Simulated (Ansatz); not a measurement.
`SB1CO1`. The species carries charge 0 and has multiplicity 1.

```xyz
7

S    -0.016    1.015    1.867
B    -0.024    0.149    0.323
C     0.379   -0.134   -1.100
O    -0.600   -0.903   -0.268
H    -0.917    0.216    2.468
H    -0.088    0.367   -1.943
H     1.266   -0.711   -1.346
```

(1) List the harmonic frequencies (cm⁻¹, unscaled) at PBE0-D4/def2-TZVP in Ansatz. (Best estimate.)

(2) Is this a minimum?

(3) Give the ideal-gas thermochemistry at 298.15 K and 1 bar (rigid rotor, harmonic oscillator; point group Cs, symmetry number 1).

(4) And at 400, 500, 600, 800 and 1000 K?

(5) Rotational constants (cm⁻¹)?

## Answers

(1) Ansatz gave: 271, 318, 394, 518, 793, 836, 893, 1032, 1100, 1215, 1449, 1558, 2692, 3120, 3206.

(2) Yes, all 15 modes are real.

(3) Zero-point energy 116.0 kJ/mol; H(298) − E = 130.3 kJ/mol; entropy 287.5 J/(mol·K), of which translation 162.5, rotation 103.0, vibration 22.0; G(298) − E = 44.6 kJ/mol.

(4) 
```tsv
T (K)	H − E (kJ/mol)	S (J/mol/K)	G − E (kJ/mol)
400	138.2	310.1	14.1
500	147.1	330.1	-17.9
600	157.1	348.2	-51.8
800	179.2	379.9	-124.7
1000	203.5	407.0	-203.5
```

(5) 0.813, 0.1153, 0.103.
